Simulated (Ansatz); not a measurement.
Reaction (silylene formation by 1,1-elimination): `O[SiH](S)[SnH3]` → `O[SiH]` + `[SH][SnH3]`

Isolated molecules relaxed with PBE0-D4/def2-TZVP in Ansatz; ΔE leaves out vibrations. CBS: MP2 limit from def2 TZ/QZ plus the TZ coupled-cluster correction, frozen cores. This one scheme is used for every species. def2 core potentials past Kr. For Sn outer-core shells are correlated without core-valence functions, which leaves a few kJ/mol of doubt a bond. Each species was taken in one conformer, which may not be the lowest.

`O[SiH](S)[SnH3]`:

Z-matrix (Å, degrees):
```
Si
S 1 2.126
Sn 1 2.571 2 110.5
O 1 1.650 2 109.1 3 -122.5
H 1 1.487 2 102.9 3 119.0
H 2 1.344 1 95.1 3 50.7
H 3 1.709 1 109.7 2 -43.2
H 3 1.713 1 111.5 2 -162.3
H 3 1.706 1 111.4 2 76.8
H 4 0.959 1 117.5 2 164.6
```

`O[SiH]`:

```xyz
4

O     0.268   -0.036    0.728
Si   -0.395    0.365   -0.736
H     0.232    0.667    1.383
H    -0.105   -0.996   -1.375
```

`[SH][SnH3]`:

```xyz
6

S    -1.769   -0.550    0.184
Sn    0.586   -0.104   -0.011
H    -2.123    0.729   -0.021
H     1.052    1.022    1.182
H     0.921    0.515   -1.565
H     1.333   -1.612    0.231
```

| species | CCSD(T)/CBS(def2) energy (Eh) |
| --- | --- |
| `O[SiH](S)[SnH3]` | -979.72358 |
| `O[SiH]` | -365.43832 |
| `[SH][SnH3]` | -614.20548 |

(1) Work out ΔE.

Largest T1 diagnostic among the species: 0.016.

Answers

(1) ΔE = (-365.43832) + (-614.20548) − (-979.72358) = 0.07978 Eh = +50.1 kcal/mol.

From PBE to PBE0 (25 % exact exchange), in def2-TZVPP and without D4, ΔE moves by +2.7 kcal/mol. In def2-TZVPP, CCSD(T) changes the Hartree–Fock value by +4.5 kcal/mol (the triples alone add +0.8 kcal/mol) and MP2 by +8.6 kcal/mol.
